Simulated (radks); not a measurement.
Effect of the nuclear size on neutral iridium, [Xe] 4f14 5d7 6s2. Method: Dirac Kohn-Sham, relativistic LDA (MacDonald-Vosko exchange, VWN5 correlation), spin-unpolarised, spherical densities, finite nucleus; open shells are shared between the two j in proportion to 2j + 1; Fermi nuclear charge, rms radius 5.4032 fm; computed with a radial shooting solver on a logarithmic mesh with Libxc functionals. The rms radius is varied about that value; shifts are against it.

| rms radius (fm) | total energy shift (eV) | density at nucleus (e/bohr^3) | 1s1/2 shift (meV) | 2s1/2 shift (meV) | 4p1/2 shift (meV) | 5s1/2 shift (meV) | 5p1/2 shift (meV) | 6s1/2 shift (meV) | 6p1/2 (empty) shift (meV) |
|---|---|---|---|---|---|---|---|---|---|
| 4.5279 | -23.5 | 1.917e+06 | -9430 | -1370 | -0.470 | -14.0 | 0.629 | -0.969 | 0.309 |
| 5.025 | -10.5 | 1.843e+06 | -4200 | -609 | -0.211 | -6.25 | 0.280 | -0.432 | 0.138 |
| 5.4032 | 0 | 1.794e+06 | 0.000 | 0.000 | 0.000 | 0.000 | 0.000 | 0.000 | 0.000 |
| 5.6139 | 6.05 | 1.768e+06 | 2420 | 351 | 0.124 | 3.60 | -0.161 | 0.249 | -0.079 |
| 6.419 | 30.5 | 1.68e+06 | 12200 | 1770 | 0.633 | 18.1 | -0.810 | 1.25 | -0.399 |

Slopes of the eigenvalues against <r^2> in GHz/fm^2, as finite differences over the two radii next to the reference (eigenvalue slopes, not the field-shift constants of lines): 1s1/2 256000, 2s1/2 37000, 4p1/2 12.9, 5s1/2 380, 5p1/2 -17.0, 6s1/2 26.3, 6p1/2 (empty) -8.37.
